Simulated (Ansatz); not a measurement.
Br₂FIn (`[F][In]([Br])[Br]`). The species carries charge 0 and has multiplicity 1. In takes the def2 core potential. All single points use the PBE0-D4/def2-TZVP geometry.

```xyz
4

F    -0.437    1.670   -1.009
In   -0.015    0.058   -0.035
Br   -1.880   -1.315    0.688
Br    2.332   -0.413    0.356
```

(1) What is the dipole moment at B3LYP/def2-TZVPP? (An estimate is asked.)

(2) And with PBE, r2SCAN, ωB97M-V? (Estimate.)

(3) Give the Mulliken charges with B3LYP, ωB97M-V, r2SCAN in def2-TZVPP. (Best estimate.)

Answers

(1) The calculation gave: 1.38 D, with components (0.30, -1.15, 0.69) D in this frame, pointing from negative to positive charge.

(2) Computed: PBE 1.27 D, r2SCAN 1.27 D, ωB97M-V 1.30 D.

(3) Computed: 
```
atom  B3LYP  ωB97M-V  r2SCAN
  F1  -0.45    -0.45   -0.44
 In2   1.00     0.97    1.00
 Br3  -0.28    -0.26   -0.28
 Br4  -0.28    -0.26   -0.28
```

B3LYP here is the variant with VWN-RPA as its local correlation; programs differ in this.
